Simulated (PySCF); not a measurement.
TPSS on S⁺ (sulfur, charge +1), [Ne] 3s2 3p2 3d1, one real determinant (an excited configuration). All numbers are calculated (PySCF 2.14, no relativity, point nucleus, in dyall-acv3z).

```
cycle= 1 E= -397.272604981038  delta_E= -0.0156  |g|= 0.0221  |ddm|= 0.601
cycle= 2 E= -397.274773616856  delta_E= -0.00217  |g|= 0.0216  |ddm|= 0.423
cycle= 3 E= -397.275072030859  delta_E= -0.000298  |g|= 0.00963  |ddm|= 0.0649
cycle= 4 E= -397.275192713669  delta_E= -0.000121  |g|= 0.00397  |ddm|= 0.0836
cycle= 5 E= -397.275202975854  delta_E= -1.03e-05  |g|= 0.000421  |ddm|= 0.0233
cycle= 6 E= -397.275203099277  delta_E= -1.23e-07  |g|= 7.79e-05  |ddm|= 0.00253
cycle= 7 E= -397.275203104214  delta_E= -4.94e-09  |g|= 1.42e-06  |ddm|= 0.000531
cycle= 8 E= -397.275203104215  delta_E= -1.02e-12  |g|= 1.61e-07  |ddm|= 6.11e-06
converged SCF energy = -397.275203104215  <S^2> = 3.7514838  2S+1 = 4.0007418
```

Highest occupied orbital energy: -7.244 eV; ⟨L²⟩ = 5.55; populations by l: s 6.41, p 8.00, d 0.59, f 0.00.

(1) Can this result be used?

Answers

(1) Not for this state. Self-consistency was reached. ⟨L²⟩ = 5.55 against 12 for a pure F term, so this real determinant mixes terms. The outer electron is Rydberg-like, and this basis confines it to a smaller radius and binds it less than a complete one would. The s, p, d and f populations moved away from the nominal configuration during the SCF.
